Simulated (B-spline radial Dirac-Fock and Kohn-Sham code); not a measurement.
## How the levels of holmium move as electrons are removed

The computed values come from a radial atomic solver: relaxed Dirac-Fock hole states (ΔSCF) with Breit and QED corrections and a finite nucleus. Each ion is free and in its tabulated ground configuration. The model has no electron correlation.

Reference: Ho⁶²⁺, [He] 2s2 2p1, with K 62511.1 eV. Shifts from it, in eV (a dash: the subshell is empty, belongs to an open shell averaged over j, or its hole state is left out as unreliable):

| ion | configuration | K |
| --- | --- | --- |
| Ho⁶³⁺ | [He] 2s2 | ? |
| Ho⁶⁴⁺ | [He] 2s1 | – |
| Ho⁶⁵⁺ | 1s2 | +1257.5 |
| Ho⁶⁶⁺ | 1s1 | +2625.9 |

Task: Give the missing shifts for Ho⁶³⁺.

Result: K +449.3 (eV).
